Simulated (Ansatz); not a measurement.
Problem. Name a neutral molecule of Cl, F, Se, Sn and H with ideal-gas entropy at 298 K and 1 bar (rigid rotor, harmonic PBE0-D4/def2-TZVP) between 365 and 381 J/(mol·K) and HOMO–LUMO gap (PBE/def2-TZVPP) between 3.75 and 4.05 eV (Ansatz, PBE0-D4/def2-TZVP geometry).

Solution. `[F][SnH]([Cl])[SeH]` (374 J/(mol·K), 3.76 eV). Other molecules can fit too; these were computed, each in one conformer that needn't be the lowest.
